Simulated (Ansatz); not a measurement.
CH5Cl2InSe, SMILES `[CH3][In-]([Cl])([Cl])[SeH2+]`, relaxed with RKS PBE0-D4/def2-TZVP in Ansatz 0.2.0 from a PBE-D4/def2-SVP geometry. The force threshold is 0.005 eV/Å; the program also tests the step.

Total charge 0; spin multiplicity 1. In takes the def2 core potential.

Start:

```xyz
10

C     1.711   -0.350    0.293
In    0.027    1.009    0.349
Cl   -1.188    1.442    2.365
Cl   -0.282    2.726   -1.288
Se   -2.324   -0.399   -0.700
H     2.498    0.081   -0.353
H     1.375   -1.320   -0.121
H     2.093   -0.494    1.321
H    -2.203   -1.684    0.042
H    -1.706   -1.011   -1.908
```

Question: How much energy does the relaxation release, and in how many steps? (Best estimate.)

Answer: The calculation gave: 5.00 kJ/mol, in 6 steps, 1 of them rejected.

Question: Which bonds change most? (Best estimate.)

Answer: Ansatz gave: In2–Cl3 from 2.393 to 2.353 Å; In2–Cl4 from 2.392 to 2.352 Å; In2–Se5 from 2.935 to 2.897 Å; C1–In2 from 2.165 to 2.135 Å.

Question: Give the relaxed structure. (An estimate is asked.)

Answer: Ansatz gave: 
```xyz
10

C     1.684   -0.345    0.291
In    0.008    0.978    0.343
Cl   -1.160    1.424    2.336
Cl   -0.270    2.687   -1.249
Se   -2.314   -0.397   -0.711
H     2.446    0.069   -0.368
H     1.373   -1.320   -0.083
H     2.083   -0.456    1.298
H    -2.166   -1.651    0.042
H    -1.684   -0.990   -1.900
```
